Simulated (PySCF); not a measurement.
`CCCOP(=O)(OC)OC`: 4 charge schemes on one density

Compound: C5H13O4P.
Geometry (GFN2-xTB, Å), atoms numbered from 1 in this order:
```
atom  x, y, z in Å
C1    -2.967    0.523   -0.074
C2    -2.561   -0.925    0.173
C3    -1.080   -1.153   -0.109
O4    -0.317   -0.404    0.836
P5     1.146    0.075    0.484
O6     1.775    0.880    1.524
O7     1.864   -1.298    0.086
C8     3.281   -1.304    0.040
O9     1.055    0.808   -0.958
C10    0.928    2.218   -0.977
H11   -4.015    0.671    0.173
H12   -2.369    1.185    0.547
H13   -2.815    0.791   -1.118
H14   -2.756   -1.185    1.214
H15   -3.140   -1.594   -0.466
H16   -0.823   -0.830   -1.122
H17   -0.822   -2.210   -0.002
H18    3.686   -0.671    0.831
H19    3.598   -2.337    0.186
H20    3.631   -0.941   -0.928
H21   -0.126    2.502   -1.022
H22    1.378    2.647   -0.080
H23    1.445    2.579   -1.866
```

Density: PBE0/pcSseg-1 (PySCF); schemes: Mulliken, IAO, Hirshfeld and ESP-fitted. Isolated species at its GFN2-xTB geometry (one conformer only).

Tabulate the Mulliken, IAO, Hirshfeld and ESP-fitted charges.

In e:

| atom | environment | Mulliken | IAO | Hirshfeld | ESP-fitted |
| --- | --- | --- | --- | --- | --- |
| C1 | methyl carbon | -0.295 | -0.421 | -0.120 | -0.306 |
| C2 | chain CH2 carbon | -0.269 | -0.255 | -0.068 | +0.165 |
| C3 | sp3 carbon bound to oxygen | +0.031 | -0.054 | +0.011 | +0.091 |
| O4 | oxygen bonded to C and P | -0.568 | -0.615 | -0.154 | -0.436 |
| P5 | phosphoryl phosphorus | +1.391 | +2.001 | +0.549 | +1.182 |
| O6 | phosphoryl oxygen | -0.600 | -0.898 | -0.381 | -0.630 |
| O7 | oxygen bonded to C and P | -0.598 | -0.618 | -0.169 | -0.363 |
| C8 | methoxy carbon | -0.038 | -0.211 | -0.030 | -0.176 |
| O9 | oxygen bonded to C and P | -0.620 | -0.626 | -0.176 | -0.414 |
| C10 | methoxy carbon | -0.046 | -0.210 | -0.035 | +0.023 |
| H11 | methyl hydrogen | +0.120 | +0.145 | +0.043 | +0.069 |
| H12 | methyl hydrogen | +0.130 | +0.146 | +0.036 | +0.091 |
| H13 | methyl hydrogen | +0.107 | +0.134 | +0.038 | +0.087 |
| H14 | methylene hydrogen | +0.131 | +0.145 | +0.043 | +0.009 |
| H15 | methylene hydrogen | +0.121 | +0.140 | +0.046 | -0.017 |
| H16 | methylene hydrogen | +0.124 | +0.136 | +0.035 | +0.034 |
| H17 | methylene hydrogen | +0.133 | +0.146 | +0.043 | +0.033 |
| H18 | methyl hydrogen | +0.131 | +0.156 | +0.047 | +0.120 |
| H19 | methyl hydrogen | +0.129 | +0.162 | +0.056 | +0.139 |
| H20 | methyl hydrogen | +0.115 | +0.144 | +0.047 | +0.104 |
| H21 | methyl hydrogen | +0.113 | +0.141 | +0.045 | +0.049 |
| H22 | methyl hydrogen | +0.134 | +0.158 | +0.044 | +0.070 |
| H23 | methyl hydrogen | +0.124 | +0.157 | +0.052 | +0.077 |

Mean size of the charges over all atoms: IAO 0.340 e, Mulliken 0.264 e, ESP-fitted 0.204 e, Hirshfeld 0.099 e. Each set sums to the total charge, 0, to within 0.001 e. The ESP scheme is a least-squares fit of atom-centred charges to the potential on four shells outside the van der Waals surface, with the total charge fixed.

Lowest charge. The schemes don't all agree: Mulliken O9 (-0.620); IAO O6 (-0.898); Hirshfeld O6 (-0.381); ESP-fitted O6 (-0.630).

Highest charge. All schemes agree: Mulliken P5 (+1.391); IAO P5 (+2.001); Hirshfeld P5 (+0.549); ESP-fitted P5 (+1.182).

How many electrons does the Mulliken scheme count on C8?

Z − q = 6 − (-0.038) = 6.038.

Sum the charges by element, for elements with more than one atom.

```
element  atoms  Mulliken     IAO  Hirshfeld  ESP-fitted
      C      5    -0.617  -1.152     -0.242      -0.203
      O      4    -2.386  -2.757     -0.881      -1.843
      H     13    +1.612  +1.908     +0.574      +0.864
```
